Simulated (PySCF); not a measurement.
Highest orbital energy against ionisation energy along the 4p block

Calculated with PySCF 2.14, no spin-orbit coupling. Each cell gives −ε(HOMO) / ΔSCF in eV; NIST values include spin-orbit coupling, (s) semi-empirical, (t) theoretical.

```json
{"species": "Ga (def2-TZVPPD, non-relativistic)", "UHF": "5.847 / 5.548", "LDA": "2.885 / 6.049", "PBE": "2.890 / 5.974", "PBE0": "3.754 / 5.997", "r2SCAN": "3.180 / 6.123", "NIST (lowest levels)": "5.999"}
{"species": "Ge (def2-TZVPPD, non-relativistic)", "UHF": "7.889 / 7.435", "LDA": "4.333 / 8.022", "PBE": "4.308 / 7.896", "PBE0": "5.352 / 7.939", "r2SCAN": "4.669 / 8.076", "NIST (lowest levels)": "7.899"}
{"species": "As (def2-TZVPPD, non-relativistic)", "UHF": "10.050 / 9.447", "LDA": "5.930 / 10.053", "PBE": "5.871 / 9.898", "PBE0": "7.082 / 9.968", "r2SCAN": "6.313 / 10.124", "NIST (lowest levels)": "9.789"}
{"species": "Se (def2-TZVPPD, non-relativistic)", "UHF": "9.481 / 8.586", "LDA": "5.839 / 9.915", "PBE": "5.739 / 9.675", "PBE0": "6.895 / 9.665", "r2SCAN": "6.021 / 9.719", "NIST (lowest levels)": "9.752"}
{"species": "Br (def2-TZVPPD, non-relativistic)", "UHF": "11.811 / 10.760", "LDA": "7.597 / 12.103", "PBE": "7.468 / 11.824", "PBE0": "8.787 / 11.834", "r2SCAN": "7.790 / 11.896", "NIST (lowest levels)": "11.814"}
{"species": "Kr (def2-TZVPPD, non-relativistic)", "UHF": "14.274 / 13.087", "LDA": "9.436 / 14.357", "PBE": "9.290 / 14.061", "PBE0": "10.783 / 14.108", "r2SCAN": "9.693 / 14.180", "NIST (lowest levels)": "14.000"}
```

**Question.** How far is −ε(HOMO) from ΔSCF on average for each method, and why?

**Answer.** UHF 0.75 eV; LDA -4.08 eV; PBE -3.96 eV; PBE0 -2.81 eV; r2SCAN -3.74 eV. Hartree-Fock orbital energies lack relaxation and so exceed the ΔSCF value; semilocal functionals have convex E(N) from self-interaction, so their HOMO lies far too high; exact exchange moves hybrids part of the way back.
